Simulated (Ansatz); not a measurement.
Ansatz (a quantum-chemistry and plane-wave program) input (CCSD(T)/def2-SVPD):

Ansatz 0.2 input:
```yaml
crystal:
  periodic: [false, false, false]
  atoms:
    - {symbol: W, position_ang: [0.00000000, 0.00000000, 0.00000000]}
    - {symbol: C, position_ang: [-0.52460563, -0.89506419, 1.82114231]}
    - {symbol: C, position_ang: [-0.00400458, 2.09230216, 0.12314995]}
    - {symbol: C, position_ang: [-1.42518648, -0.70935651, -1.36329274]}
    - {symbol: C, position_ang: [1.95379669, -0.48788146, -0.58099952]}
    - {symbol: H, position_ang: [0.28166233, -0.45047733, 2.43379165]}
    - {symbol: H, position_ang: [-0.42797818, -1.98526134, 1.88708285]}
    - {symbol: H, position_ang: [-1.48140969, -0.59694538, 2.26596362]}
    - {symbol: H, position_ang: [0.13573230, 2.64716278, -0.81216718]}
    - {symbol: H, position_ang: [0.62030664, 2.54723930, 0.90127754]}
    - {symbol: H, position_ang: [-1.05994540, 2.21319405, 0.42882761]}
    - {symbol: H, position_ang: [-1.41044499, -1.78266805, -1.58689922]}
    - {symbol: H, position_ang: [-2.46387651, -0.39435209, -1.20801845]}
    - {symbol: H, position_ang: [-1.04428036, -0.17705630, -2.25471392]}
    - {symbol: H, position_ang: [1.82256343, -1.58566041, -0.60790534]}
    - {symbol: H, position_ang: [2.75612238, -0.26754935, 0.13310278]}
    - {symbol: H, position_ang: [2.27154804, -0.16762586, -1.58034194]}
basis:
  gaussian:
    orbitals: def2-SVPD
magnetization: {spin_polarized: false}
correlation: {method: ccsd_t, electrons: outside_noble_gas}
output: {forces: true}
```

Output:

```
Functional definition: HF
integrals: 1.17 GiB planned
2076 factors; integrals over basis functions are off by at most 1.0e-3 eV
1.08 GiB of device memory are held for the factors and their scratch space
mean field: 1.24 GiB planned
mean field evaluation 1: about -6106.9507 eV, gradient 4.2e1 eV
mean field evaluation 2: about -6107.2772 eV, gradient 4.2e1 eV
mean field evaluation 4: about -6112.0945 eV, gradient 5.6e0 eV
mean field evaluation 8: about -6112.2169 eV, gradient 3.7e-1 eV
mean field evaluation 16: about -6106.9512 eV, gradient 4.2e1 eV
mean field evaluation 32: about -6110.9392 eV, gradient 1.4e-5 eV
mean field evaluation 64: about -6110.9392 eV, gradient 7.1e-3 eV
mean field evaluation 96: about -6110.9370 eV, gradient 4.4e-1 eV
mean field evaluation 128: about -6107.4958 eV, gradient 1.3e1 eV
mean field evaluation 160: about -6112.2181 eV, gradient 3.0e-4 eV
mean field -6112.21805726 eV, -224.6198705942 hartree, gradient 1.2e-6 eV, S^2 0.000000; 3 other end points of the search recorded, 0 dependent functions left out; unrestricted orbitals would lower it
determinant -6112.21805726 eV, -224.6198705942 hartree, with singles and doubles -6136.24175913 eV, -225.5027253541 hartree
determinant -6110.93915603 eV, -224.5728718406 hartree, with singles and doubles -6135.09037478 eV, -225.4604127594 hartree
8 core orbitals not correlated
reference -6112.21805726 eV, -224.6198705942 hartree; 17, 17 occupied and 186, 186 virtual orbitals, 2076 factors
densities: 9.33 GiB planned
second order -22.11336845 eV of doubles, -0.00000000 eV of singles
coupled cluster: 7.02 GiB planned
cycle   1  -23.91603722 eV  change   -8.6e-1 eV  update   3.7e-2
cycle   2  -23.96238783 eV  change   -4.6e-2 eV  update   9.2e-3
cycle   3  -23.96639319 eV  change   -4.0e-3 eV  update   4.6e-3
cycle   4  -23.96933058 eV  change   -2.9e-3 eV  update   2.0e-3
cycle   5  -23.97072151 eV  change   -1.4e-3 eV  update   1.2e-3
cycle   6  -23.97205286 eV  change   -1.3e-3 eV  update   7.4e-4
cycle   7  -23.97250635 eV  change   -4.5e-4 eV  update   3.4e-4
cycle   8  -23.97259192 eV  change   -8.6e-5 eV  update   1.3e-4
cycle   9  -23.97252126 eV  change    7.1e-5 eV  update   4.3e-5
cycle  10  -23.97250174 eV  change    2.0e-5 eV  update   1.5e-5
cycle  11  -23.97249991 eV  change    1.8e-6 eV  update   6.2e-6
cycle  12  -23.97249786 eV  change    2.1e-6 eV  update   2.7e-6
cycle  13  -23.97249776 eV  change    9.8e-8 eV  update   1.2e-6
cycle  14  -23.97249744 eV  change    3.2e-7 eV  update   5.3e-7
perturbative correction -0.99011061 eV, -0.0363858937 hartree
the calculation of the forces begins
0.57 GiB of device memory are held for the factors and their scratch space
Total energy: -6137.18066531 eV, -225.5372295197 hartree
Atom 0 at     0.000000     0.000000     0.000000 Å, force    -0.000000    -0.000000     0.000000 eV/Å
Atom 1 at    -0.524606    -0.895064     1.821142 Å, force    -0.072994    -0.023511    -0.116801 eV/Å
Atom 2 at    -0.004005     2.092302     0.123150 Å, force     0.114693    -0.070932    -0.036573 eV/Å
Atom 3 at    -1.425186    -0.709357    -1.363293 Å, force    -0.001953    -0.038161     0.134400 eV/Å
Atom 4 at     1.953797    -0.487881    -0.581000 Å, force    -0.039746     0.132603     0.018974 eV/Å
Atom 5 at     0.281662    -0.450477     2.433792 Å, force     0.287109     0.162893     0.201387 eV/Å
Atom 6 at    -0.427978    -1.985261     1.887083 Å, force     0.043889    -0.389623     0.021578 eV/Å
Atom 7 at    -1.481410    -0.596945     2.265964 Å, force    -0.339622     0.115805     0.159513 eV/Å
Atom 8 at     0.135732     2.647163    -0.812167 Å, force     0.042281     0.194459    -0.338520 eV/Å
Atom 9 at     0.620307     2.547239     0.901278 Å, force     0.218694     0.158081     0.285274 eV/Å
Atom 10 at    -1.059945     2.213194     0.428828 Å, force    -0.370794     0.026643     0.106417 eV/Å
Atom 11 at    -1.410445    -1.782668    -1.586899 Å, force     0.014281    -0.383517    -0.083116 eV/Å
Atom 12 at    -2.463877    -0.394352    -1.208018 Å, force    -0.369230     0.121911     0.054819 eV/Å
Atom 13 at    -1.044280    -0.177056    -2.254714 Å, force     0.144536     0.192293    -0.302746 eV/Å
Atom 14 at     1.822563    -1.585660    -0.607905 Å, force    -0.060851    -0.381830    -0.005058 eV/Å
Atom 15 at     2.756122    -0.267549     0.133103 Å, force     0.283060     0.073253     0.262124 eV/Å
Atom 16 at     2.271548    -0.167626    -1.580342 Å, force     0.106647     0.109631    -0.361670 eV/Å
Dipole moment:     0.000000     0.000000    -0.000000 e Å
```

This is an excited singlet: at this geometry the triplet lies 0.57 eV lower at RI-MP2/CBS(def2-TZVPPD,def2-QZVPPD)+[CCSD(T)-MP2]/def2-TZVPPD.
